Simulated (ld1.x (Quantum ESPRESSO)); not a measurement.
cadmium, ultrasoft: configuration errors across variants

- Element: Cd (Z = 48)
- Generator: ld1.x (Quantum ESPRESSO) 7.5
- Type: ultrasoft
- Functional: LDA (PZ)
- Relativity: scalar-relativistic
- Frozen core: [Kr]
- Valence charge: 12
- Reference configuration: 4d10 5s1 5p0 (charge +1)
- Partial waves: 5s (bound): rcut 1.60, rcutus 2.20 bohr; 5s channel at 0.65 Ry: rcut 1.60, rcutus 2.20 bohr; 5p (bound, empty): rcut 2.75, rcutus 2.95 bohr; 5p channel at 2.1 Ry: rcut 2.75, rcutus 2.95 bohr; 4d (bound): rcut 0.85, rcutus 1.15 bohr; 4d channel at -1.15 Ry: rcut 0.85, rcutus 1.15 bohr
- Local potential: all-electron potential smoothed inside 1.10 bohr (lloc = -1)
- Core correction: a·sin(br)/r model core inside 0.90 bohr
- Augmentation charge: PSQ, radius 0.70 bohr

All-electron excitation energies from the reference (eV): (1) 4d10 5s2 5p0 -9.628; (2) 4d10 5s0 5p0 17.520; (3) 4d9 5s0 5p0 55.776; (4) 4d9 5s2 5p0 8.518; (5) 4d10 5s0 5p2 0.285; (6) 4d8 5s0 5p0 110.054; (7) 4d10 5s1.5 5p0 -5.752; (8) 4d10 5s1 5p0 spin -0.189; (9) 4d9 5s0 5p0 spin 55.600.

Spin tests fill each open shell by Hund’s rule, majority spin first.

The overlap operator is not positive definite (basis up to 400 Ry) in “augmentation built from norm-conserving waves at rcut, not smoothed further”. Such files are unfit for use, however small their errors in these radial tests.

2 further variants failed, have other tests or too few solved ones, and are left out.

A true bound ghost makes a file unfit for plane-wave use even where its test errors are small: the radial tests pick states by their node count and pass the ghost by.

Errors AE − PS in meV (a dash: test not solved or not reliable):

```csv
change,(1),(2),(3),(4),(5),(6),(7),(8),(9),bound ghosts
base,+1.2,-4.4,-118,-63,+0.4,-549,+0.7,-0.2,-108,"s, p"
"waves 5p (bound): rcut 2.52, rcutus 2.68 bohr; 5p channel at 2.1 Ry: rcut 2.52, rcutus 2.68 bohr",+1.2,-4.4,-118,-63,+0.3,-549,+0.7,-0.2,-108,"s, p"
local potential all-electron potential smoothed inside 0.95 bohr (lloc = -1),+1.2,-4.4,-118,-62,+0.5,-549,+0.8,-0.2,-108,"s, p"
core correction none,+6.7,+9.9,-37,-34,+2.2,-268,+2.5,+6.2,+88,"s, p"
local potential all-electron potential smoothed inside 1.42 bohr (lloc = -1),+1.1,-4.4,-118,-63,+0.9,-550,+0.7,-0.2,-108,s
"waves 4d (bound): rcut 0.85, rcutus 1.40 bohr; 4d channel at -1.15 Ry: rcut 0.85, rcutus 1.40 bohr",+1.2,-4.4,-118,-62,+0.4,-549,+0.8,-0.2,-110,"s, p"
"augmentation built from norm-conserving waves at rcut, not smoothed further",-0.4,-7.6,-105,-83,-13,-506,+0.3,-0.3,-97,"s (p not tested, overlap not positive)"
"wave 5p channel at 2.1 Ry: rcut 2.75, rcutus 2.95 bohr becomes 5p channel at 1.02 Ry: rcut 2.75, rcutus 2.95 bohr",+1.2,-4.4,-118,-63,+0.4,-549,+0.7,-0.2,-108,"s, p"
"waves 5s (bound): rcut 1.60, rcutus 2.42 bohr; 5s channel at 0.65 Ry: rcut 1.60, rcutus 2.42 bohr",-3.1,-8.1,-128,-62,-3.9,-568,-0.4,+7.4,-117,"s, p"
```

(1) Give the same row for: type PAW; local potential all-electron potential smoothed inside 1.80 bohr (lloc = -1); augmentation PSQ, inside the norm-conserving radii.

## Answers

(1) +1.2, -4.5, -121, -63, +1.3, -567, +0.8, -0.3, -121; bound ghosts: none.
